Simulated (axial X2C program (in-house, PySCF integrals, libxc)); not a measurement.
## Ω levels of DyO⁺ from open-shell CI on f9 s0

Computed with an in-house all-electron X2C program for linear molecules (integrals from PySCF): two-component X2C with atomic mean-field Coulomb and Gaunt terms, basis Dy dyall-v3z, O dyall-v3z (cores contracted in-house). Orbitals come from Hartree–Fock averaged over the configuration Dy f9 s0; CI then distributes these electrons over the f, s shells of Dy.

R = 1.738 Å (near the minimum of the configuration average).

Active spinors (ω > 0):

```json
{"shell": "f", "ω": "5/2", "ε (eV)": "-15.59", "character": "100% Dy f"}
{"shell": "f", "ω": "3/2", "ε (eV)": "-15.45", "character": "100% Dy f"}
{"shell": "f", "ω": "1/2", "ε (eV)": "-15.22", "character": "98% Dy f"}
{"shell": "f", "ω": "7/2", "ε (eV)": "-14.73", "character": "100% Dy f"}
{"shell": "f", "ω": "5/2", "ε (eV)": "-14.65", "character": "100% Dy f"}
{"shell": "f", "ω": "3/2", "ε (eV)": "-14.47", "character": "99% Dy f"}
{"shell": "f", "ω": "1/2", "ε (eV)": "-14.31", "character": "97% Dy f"}
{"shell": "s", "ω": "1/2", "ε (eV)": "-5.50", "character": "81% Dy s, 12% Dy p, 5% Dy d"}
```

Lowest levels of this model:

| Ω | energy (cm⁻¹) | g∥ | configuration |
| --- | --- | --- | --- |
| 15/2 | 0 | 19.91 | 100% f9 |
| 13/2 | 760 | 16.82 | 100% f9 |
| 11/2 | 1376 | 14.02 | 100% f9 |
| 9/2 | 1804 | 11.48 | 100% f9 |
| 7/2 | 2040 | 9.04 | 100% f9 |
| 5/2 | 2132 | 6.56 | 100% f9 |
| 1/2 | 2143 | 1.34 | 100% f9 |
| 3/2 | 2148 | 3.99 | 100% f9 |
| 13/2 | 3800 | 17.05 | 100% f9 |
| 11/2 | 4156 | 13.72 | 100% f9 |
| 9/2 | 4554 | 10.71 | 100% f9 |
| 7/2 | 4904 | 8.26 | 100% f9 |
| 5/2 | 5137 | 6.05 | 100% f9 |
| 3/2 | 5275 | 3.70 | 100% f9 |
| 1/2 | 5345 | 1.24 | 100% f9 |
| 11/2 | 6499 | 14.14 | 100% f9 |
| 9/2 | 6570 | 10.71 | 100% f9 |
| 7/2 | 6797 | 7.46 | 100% f9 |
| 5/2 | 7165 | 5.06 | 100% f9 |
| 3/2 | 7473 | 3.16 | 100% f9 |
| 1/2 | 7627 | 1.07 | 100% f9 |
| 7/2 | 8391 | 7.44 | 100% f9 |
| 9/2 | 8500 | 11.03 | 100% f9 |
| 5/2 | 8601 | 3.87 | 100% f9 |
| 3/2 | 9107 | 2.85 | 100% f9 |
| 1/2 | 9314 | 0.97 | 100% f9 |
| 11/2 | 11369 | 15.94 | 100% f9 |

g∥ is the magnitude of 2⟨Lz + ge Sz⟩ for the +Ω component.

Task: From Ω and g∥ of the lowest level, whose 2⟨Lz + ge Sz⟩ is positive, find ⟨Sz⟩ and ⟨Lz⟩ (ge = 2.0023).

Result: Ω = ⟨Lz⟩ + ⟨Sz⟩ = 15/2 and ⟨Lz⟩ + ge⟨Sz⟩ = 9.955, so ⟨Sz⟩ = 2.45 and ⟨Lz⟩ = 5.05.

Occupations of the active spinors in the lowest level by ω, shell by shell in order of energy: -7/2: 0.00; -5/2: 0.93 0.07; -3/2: 0.88 0.12; -1/2: 0.76 0.24 0.00; 1/2: 0.46 0.54 0.00; 3/2: 1.00 1.00; 5/2: 1.00 1.00; 7/2: 1.00. The leading determinant has weight 0.34 among 208.

This point took 3.6 s on 1 thread of Arm Neoverse N1, with other jobs on the host.

There is no dynamic correlation: spin–orbit spacings and, for f shells, spacings inside one term are the most reliable numbers, splittings between terms come out too wide, and energies between configurations are not reliable, so the lowest level need not be the ground state of the molecule. At most 4 roots were kept for each Ω > 0 (twice that for Ω = 0) within 2.2 eV of the lowest, so higher up levels can be missing between those listed; levels with Ω > 0 are doubly degenerate and listed once, Ω = 0 levels singly. States that fill the shells left empty in the average are placed too high.
